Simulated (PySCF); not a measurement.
Atom-mapped SMILES (the numbers label the heavy atoms): `[CH3:1][CH:2]([CH3:3])[O:4][CH:5]([CH3:6])[CH3:7]` (H(Xn): hydrogen on atom n).

PySCF 2.14.0 with density-fitted response routines calculation with PBE0/pcSseg-1 with gauge-including orbitals and geometry: GFN2-xTB; non-relativistic, one computed conformer, gas phase, one averaged value for each set of equivalent atoms.

Chemical shifts δ = σref − σ; 13C (σref 186.93), 1H (σref 31.72) against TMS; 17O (σref 336.08) vs H2O, all at this level.

```json
{"atoms": "H(C1)/H(C3)/H(C6)/H(C7)", "nucleus": "1H", "count": "12", "δ (ppm)": "?"}
{"atoms": "H(C2)/H(C5)", "nucleus": "1H", "count": "2", "δ (ppm)": "3.52"}
{"atoms": "C1/C3/C6/C7", "nucleus": "13C", "count": "4", "δ (ppm)": "?"}
{"atoms": "O4", "nucleus": "17O", "count": "1", "δ (ppm)": "94.6"}
{"atoms": "C2/C5", "nucleus": "13C", "count": "2", "δ (ppm)": "71.9"}
```

Estimate the values marked ?.

## Answers


- C1/C3/C6/C7: 24.5 ppm, methyl carbon; saturated and bonded to C and H only
- H(C1)/H(C3)/H(C6)/H(C7): 1.12 ppm, hydrogen on a methyl carbon

Shifts are as computed. Against solution values, carbons near 30 ppm lie about +3 ppm off and those near 130 ppm about +5 ppm. Of 1211 compounds with measured shifts, 218 miss one by over three times the rms of a fit or turn the order of signals round; such compounds aren't used in these exercises. Experimental scales use liquid or dissolved standards, which lie at an offset from isolated H2O (liquid H2O: subtract about 36 ppm).
